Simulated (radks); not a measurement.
The numbers below are computed, except where a source is named.
Problem. The mean radii <r> (bohr) of the occupied orbitals of an atom or ion are listed with their occupations. Code: a radial shooting solver on a logarithmic mesh with Libxc functionals. Model: scalar-relativistic Kohn-Sham, PBE, spin-polarised, spherical densities, finite nucleus; Fermi nuclear charge, rms radius of each element as measured or else 0.836 A^(1/3) + 0.57 fm.

orbital  occ.      <r>
1s up       1  0.03040
1s down     1  0.03039
2s up       1   0.1301
2s down     1   0.1301
2p up       3   0.1133
2p down     3   0.1133
3s up       1   0.3210
3s down     1   0.3215
3p up       3   0.3119
3p down     1   0.3124

Name the element and its charge. Open shells, if any, are filled with parallel spins first.

Solution. Z = 48, cadmium, charge +32: Cd32+ in [Ne] 3s2 3p4. The 1s radius gives Z: for a bare nucleus <r> = (2 gamma + 1)/(2Z) with gamma = sqrt(1 - (Z/c)^2), 0.02993 bohr for Z = 48, and screening makes it slightly larger (0.03040 here). The occupations add up to 16, and the charge is Z minus that.
